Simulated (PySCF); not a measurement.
## ³¹P chemical shifts

[PySCF: σ from GIAO-PBE0/pcSseg-1; coordinates at the GFN2-xTB level; no solvent model; single conformer; relativity neglected; fast rotation and ring inversion assumed for equivalent nuclei]

Shieldings were converted by a linear fit to measured shifts: ³¹P (scatter 18.1 ppm rms vs H3PO4, solution or neat liquid). A few per cent of atoms miss by over 2 rms, more outside the fitted compound classes.

Task: Give the ³¹P shifts of `CN(C)C/P=P/N(C)C`, `C=CC1=C(C)CC[P@@]1(C)=S`, `CNP1(=N)CCPCC1`, `C#CC[P@](=S)(CC)C1CC1`.

Result: 
```csv
compound,environment,δ (ppm)
[CH3:1][N:2]([CH3:3])[CH2:4]/[P:5]=[P:6]/[N:7]([CH3:8])[CH3:9],"P6: phosphorus bonded to N, P",458.4
[CH3:1][N:2]([CH3:3])[CH2:4]/[P:5]=[P:6]/[N:7]([CH3:8])[CH3:9],"P5: phosphorus bonded to C, P",277.8
C=CC1=C(C)CC[P@@]1(C)=S,"phosphorus bonded to 3 C, S, in a 5-membered ring",45.7
[CH3:1][NH:2][P:3]1(=[NH:4])[CH2:5][CH2:6][PH:7][CH2:8][CH2:9]1,"P3: phosphorus bonded to 2 C, 2 N, in a 6-membered ring",11.8
[CH3:1][NH:2][P:3]1(=[NH:4])[CH2:5][CH2:6][PH:7][CH2:8][CH2:9]1,"P7: phosphorus bonded to 2 C, H, in a 6-membered ring",-46.3
C#CC[P@](=S)(CC)C1CC1,"phosphorus bonded to 3 C, S",46.5
```

Task: Match the shifts 226.2, 180.0, 39.0, 23.4, -60.6, -235.7 ppm to `C#C[P@@](=S)(CCC)C1CC1`, `Cc1pcsc1C(C)(C)C`, `C#C[Si@H](C)P`, `Cc1cpc(C(C)(C)C)s1`, `C=CC1=C(C)C[P@](C)(=S)C1`, `CSCP1C=CC(C)C=C1`.

Result: 226.2: Cc1pcsc1C(C)(C)C (phosphorus bonded to 2 C, in a 5-membered ring); 180.0: Cc1cpc(C(C)(C)C)s1 (phosphorus bonded to 2 C, in a 5-membered ring); 39.0: C=CC1=C(C)C[P@](C)(=S)C1 (phosphorus bonded to 3 C, S, in a 5-membered ring); 23.4: C#C[P@@](=S)(CCC)C1CC1 (phosphorus bonded to 3 C, S); -60.6: CSCP1C=CC(C)C=C1 (phosphorus bonded to 3 C, in a 6-membered ring); -235.7: C#C[Si@H](C)P (phosphorus bonded to Si, 2 H).
